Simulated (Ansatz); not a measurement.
B16N16H36, a nanocrystal cut from zinc blende BN (hydrogen-capped), relaxed as a singlet with RKS PBE-D4/def2-SVP in Ansatz, starting from the GFN2-xTB geometry. Force threshold 0.03 eV/Å.

Single mean-field runs in def2-SVP are fitted with def2-universal-jkfit.

Start:

Cartesian coordinates in Å:
```
B 2.089 -1.464 -0.984
B 2.274 0.066 1.183
B 1.298 0.557 -2.340
B 1.479 2.089 -0.174
B 1.083 -0.573 3.368
B 0.836 -2.056 1.285
B 0.072 -0.055 -0.123
B -1.397 -2.151 0.031
B -1.121 -0.703 2.045
B -0.142 -1.561 -2.238
B -2.190 -0.128 -1.329
B 0.327 1.433 1.942
B -0.513 3.490 0.641
B -1.922 1.335 0.676
B -0.752 1.990 -1.432
B -3.401 -0.765 0.847
N 1.726 -2.611 0.028
N 1.792 -1.117 2.045
N 3.064 -0.641 -0.066
N 2.185 1.602 -1.568
N 0.835 -0.635 -1.432
N 1.070 0.857 0.649
N 0.113 1.511 -2.739
N 0.228 2.865 -0.627
N -0.749 -2.717 -1.361
N -0.134 0.226 2.807
N -0.369 -1.264 0.751
N -1.163 0.760 -0.609
N -2.602 -1.306 -0.426
N -2.343 0.131 1.564
N -1.483 -0.836 -2.625
N -0.921 2.227 1.463
H 2.683 -1.913 -1.929
H 3.086 0.738 1.740
H 1.870 0.168 -3.323
H 2.279 2.788 0.367
H 1.843 0.139 3.958
H 0.729 -1.503 4.034
H 0.538 -3.019 1.921
H -1.725 -3.114 0.652
H -1.476 -1.603 2.743
H 0.387 -2.014 -3.218
H -3.128 0.469 -1.759
H 1.061 2.138 2.563
H 0.257 4.179 1.246
H -1.472 4.105 0.273
H -2.877 1.967 0.345
H -1.673 2.612 -1.865
H -3.727 -1.693 1.529
H -4.343 -0.126 0.478
H 2.584 -2.965 0.441
H 1.288 -3.420 -0.387
H 2.585 -1.637 2.402
H 3.725 -1.282 0.363
H 3.638 0.033 -0.553
H 3.135 1.309 -1.395
H 2.270 2.439 -2.136
H 0.500 2.364 -3.131
H -0.499 1.151 -3.457
H 0.495 3.680 -1.167
H -0.120 -3.483 -1.169
H -1.522 -3.137 -1.868
H -0.619 0.594 3.616
H -3.283 -1.889 -0.898
H -2.807 0.500 2.385
H -1.405 -0.177 -3.385
H -2.147 -1.532 -2.951
H -1.399 2.577 2.284
```

Question: Estimate the energy that the relaxation releases and the steps that it takes.

Answer: 52.4 kJ/mol, in 6 steps; 43 s on 2 threads of AMD EPYC 7R13 on a shared host and a share (18 GiB) of an NVIDIA H100 80GB HBM3. The force fell under the threshold at step 4, but the optimiser went on. No frequencies were taken in this run, so the end may be a saddle point.

Question: Does the start keep its bonding and symmetry?

Answer: By distances, no bond broke or formed. The bond that changes most is B5–H38, from 1.20 to 1.23 Å (atoms count from 1). Point group Cs at the start, Cs at the end, both within 0.05 Å.

Question: Predict the relaxed structure.

Answer: 
Cartesian coordinates in Å:
```
B 2.106 -1.476 -1.009
B 2.304 0.071 1.197
B 1.310 0.548 -2.369
B 1.505 2.110 -0.172
B 1.093 -0.580 3.397
B 0.840 -2.086 1.299
B 0.072 -0.055 -0.124
B -1.409 -2.183 0.033
B -1.142 -0.707 2.081
B -0.128 -1.574 -2.267
B -2.215 -0.122 -1.350
B 0.325 1.455 1.978
B -0.513 3.521 0.645
B -1.951 1.358 0.694
B -0.767 2.013 -1.452
B -3.429 -0.773 0.849
N 1.721 -2.621 0.024
N 1.805 -1.126 2.064
N 3.071 -0.631 -0.071
N 2.196 1.597 -1.568
N 0.836 -0.636 -1.436
N 1.074 0.869 0.667
N 0.100 1.507 -2.749
N 0.232 2.887 -0.630
N -0.738 -2.728 -1.359
N -0.135 0.227 2.838
N -0.379 -1.272 0.769
N -1.180 0.772 -0.604
N -2.621 -1.315 -0.430
N -2.369 0.132 1.579
N -1.483 -0.828 -2.636
N -0.929 2.253 1.477
H 2.709 -1.931 -1.979
H 3.133 0.765 1.773
H 1.893 0.144 -3.374
H 2.326 2.825 0.388
H 1.878 0.154 3.999
H 0.728 -1.539 4.079
H 0.529 -3.073 1.954
H -1.745 -3.169 0.676
H -1.504 -1.636 2.792
H 0.418 -2.032 -3.268
H -3.179 0.495 -1.786
H 1.086 2.178 2.610
H 0.283 4.226 1.265
H -1.500 4.150 0.261
H -2.930 2.006 0.346
H -1.715 2.653 -1.888
H -3.761 -1.730 1.550
H -4.395 -0.113 0.464
H 2.589 -3.008 0.422
H 1.313 -3.457 -0.404
H 2.603 -1.650 2.446
H 3.770 -1.268 0.338
H 3.675 0.028 -0.569
H 3.170 1.313 -1.434
H 2.315 2.438 -2.151
H 0.482 2.359 -3.184
H -0.499 1.155 -3.499
H 0.496 3.726 -1.163
H -0.107 -3.518 -1.199
H -1.499 -3.186 -1.881
H -0.609 0.589 3.676
H -3.325 -1.904 -0.894
H -2.864 0.493 2.405
H -1.411 -0.194 -3.436
H -2.151 -1.524 -2.997
H -1.410 2.633 2.303
```
Bond lengths: 46 × B–N 1.56 to 1.64 Å; 18 × H–N 1.02 to 1.03 Å; 18 × B–H 1.22 to 1.23 Å.
